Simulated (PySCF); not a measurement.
Assigning NMR signals

Molfile (atoms numbered from 1):
```
C5H13OPSi
     RDKit          3D

 21 21  0  0  0  0  0  0  0  0999 V2000
    3.2620   -0.6047   -0.0511 Si  0  0  0  0  0  4  0  0  0  0  0  0
    1.7195    0.4770    0.0566 C   0  0  0  0  0  0  0  0  0  0  0  0
    0.1914   -0.4430    0.5592 P   0  0  0  0  0  0  0  0  0  0  0  0
   -1.1144    0.8504    0.2625 C   0  0  0  0  0  0  0  0  0  0  0  0
   -2.4642    0.1806    0.0261 C   0  0  0  0  0  0  0  0  0  0  0  0
   -2.4805   -0.6147   -1.1283 O   0  0  0  0  0  0  0  0  0  0  0  0
   -1.6555   -1.7461   -1.0590 C   0  0  0  0  0  0  0  0  0  0  0  0
   -0.1709   -1.4000   -0.9954 C   0  0  0  0  0  0  0  0  0  0  0  0
    4.4527    0.2382   -0.3802 H   0  0  0  0  0  0  0  0  0  0  0  0
    3.5047   -1.3013    1.2480 H   0  0  0  0  0  0  0  0  0  0  0  0
    3.1094   -1.6376   -1.1215 H   0  0  0  0  0  0  0  0  0  0  0  0
    1.5703    1.0016   -0.9042 H   0  0  0  0  0  0  0  0  0  0  0  0
    1.9097    1.2463    0.8251 H   0  0  0  0  0  0  0  0  0  0  0  0
   -0.8543    1.4644   -0.6166 H   0  0  0  0  0  0  0  0  0  0  0  0
   -1.1708    1.5154    1.1395 H   0  0  0  0  0  0  0  0  0  0  0  0
   -3.2466    0.9424   -0.1126 H   0  0  0  0  0  0  0  0  0  0  0  0
   -2.7450   -0.4238    0.9144 H   0  0  0  0  0  0  0  0  0  0  0  0
   -1.8665   -2.3367   -1.9635 H   0  0  0  0  0  0  0  0  0  0  0  0
   -1.9320   -2.3713   -0.1838 H   0  0  0  0  0  0  0  0  0  0  0  0
    0.4260   -2.3257   -1.0043 H   0  0  0  0  0  0  0  0  0  0  0  0
    0.1045   -0.8103   -1.8871 H   0  0  0  0  0  0  0  0  0  0  0  0
  1  2  1  0
  2  3  1  0
  3  4  1  0
  4  5  1  0
  5  6  1  0
  6  7  1  0
  7  8  1  0
  8  3  1  0
  1  9  1  0
  1 10  1  0
  1 11  1  0
  2 12  1  0
  2 13  1  0
  4 14  1  0
  4 15  1  0
  5 16  1  0
  5 17  1  0
  7 18  1  0
  7 19  1  0
  8 20  1  0
  8 21  1  0
M  END
```

- PBE0-D3(BJ)/def2-SVP geometry
- shielding tensors at B97-2/pcSseg-1 (GIAO)
- program: PySCF 2.14
- no relativistic terms, gas phase, a single conformation, averaged over atoms made equivalent by symmetry, fast rotation or ring inversion

Referencing at the same level of theory: TMS for ¹³C (183.69 ppm), ¹H (31.38 ppm).

Problem. Assign these signals to the numbered atoms. ¹³C{¹H} NMR (computed): δ 67.4, 32.4, 11.5.

Solution. 
| δ (ppm) | atoms | environment | reason |
| --- | --- | --- | --- |
| 67.4 | C5/C7 | sp3 CH2 bonded to O | the inductive effect lowers its shielding |
| 32.4 | C4/C8 | sp3 CH2 bonded to P | – |
| 11.5 | C2 | sp3 CH2 bonded to P and Si | an electropositive neighbour leaves it electron-rich and shielded |

Problem. Assign these signals to the numbered atoms. ¹H NMR (500 MHz, computed): δ 3.83 (m, 3H), 3.66 (m, 4H), 1.36 (m, 4H), 0.66 (m, 2H).

Solution. 
| δ (ppm) | atoms | environment | reason |
| --- | --- | --- | --- |
| 3.83 | H9/H10/H11 | hydrogen on a silicon bonded to C | – |
| 3.66 | H16/H17/H18/H19 | hydrogen on an sp3 CH2 bonded to O | its carbon carries O, hence the downfield position |
| 1.36 | H14/H15/H20/H21 | hydrogen on an sp3 CH2 bonded to P | – |
| 0.66 | H12/H13 | hydrogen on an sp3 CH2 bonded to P and Si | an electropositive neighbour shields it, as in TMS itself |

Splittings by ³¹P in the carbon and heteronuclear signals aren't shown, as no couplings were computed. Shifts are as computed. Against solution values, carbons near 30 ppm lie about +1 ppm off and those near 130 ppm about +2 ppm. Of 1211 compounds with measured shifts, 218 miss one by over three times the rms of a fit or turn the order of signals round; such compounds aren't used in these exercises. No couplings were computed; multiplicities are counted from neighbouring protons, with m where these are inequivalent, close in shift, in a saturated or five-membered ring or joined by F or P, and br s for small geminal =CH2 splittings.
